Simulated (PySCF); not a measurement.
**Question.** Write a Z-matrix for `C=C[C@@H]1C[C@]12C[C@H]2Cl` as optimised with GFN2-xTB.

**Answer.** 
Z-matrix in Å and degrees, rows numbered from 1:
```
C 
C   1  1.3224
C   2  1.4704  1  124.08
C   3  1.5221  2  119.51  1  -146.10
C   4  1.4746  3   59.68  2  -108.04
C   5  1.4820  3  137.85  4  -130.93
C   5  1.4728  3  136.82  4   131.08
Cl  7  1.7626  5  119.18  6   108.03
H   1  1.0758  2  121.95  3  -179.98
H   1  1.0775  2  121.70  3     0.19
H   2  1.0822  1  120.58  3   179.71
H   3  1.0841  2  114.61  1    -0.08
H   4  1.0804  3  117.91  5   108.11
H   4  1.0798  3  118.00  5  -108.46
H   6  1.0806  5  118.27  7  -107.12
H   6  1.0811  5  119.30  7   106.45
H   7  1.0816  5  120.66  6  -108.65
```

The 3-membered ring C5–C6–C7 has internal angles of 58.9° to 61.5°. Of the pairs four or more bonds apart, H10···H12 is among the closest relative to their van der Waals radii: 2.47 Å, 103 % of the sum of Bondi's values. The 3-membered ring C3–C4–C5 has internal angles of 58.6° to 61.7°. The C–C distances run from 1.322 Å (C1=C2, drawn double) to 1.522 Å (C3–C4, drawn single), a spread of 0.200 Å.

Structure optimised with GFN2-xTB, isolated species.

Point group: C1 (no symmetry element, even within 0.4 Å). Not checked by GFN2-xTB frequencies. The numbers are those of one conformer (C1–C2–C3–C4 -146°).

All values are computed, not measured.
